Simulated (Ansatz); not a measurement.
ClFH₃NOZr, SMILES `[NH2][Zr]([OH])([F])[Cl]`. Charge 0, multiplicity 1. Correlated methods include outer-core shells of Zr, which these sets cover unevenly. Zr: def2 effective core potential.

| atom | x (Å) | y (Å) | z (Å) |
| --- | --- | --- | --- |
| N1 | -0.414 | -1.401 | 0.392 |
| Zr2 | 0.200 | 0.512 | 0.262 |
| O3 | 0.430 | 0.874 | -1.593 |
| F4 | 1.793 | 0.704 | 1.296 |
| Cl5 | -1.439 | 1.943 | 1.208 |
| H6 | -0.741 | -1.969 | -0.377 |
| H7 | -0.446 | -1.947 | 1.243 |
| H8 | 0.617 | 1.285 | -2.432 |

Give the diagnostics of a CCSD(T)/def2-TZVPP run (frozen core, the Gaussian-basis code of Ansatz). (Estimate.)

Ansatz gave: T1 = 0.0162, largest single amplitude 0.025, largest double 0.025, (T) share of the correlation energy 3.9 %, 12 CCSD cycles. The RHF solution is stable towards an unrestricted one. T1 lies under the customary mark of 0.02 for closed shells.
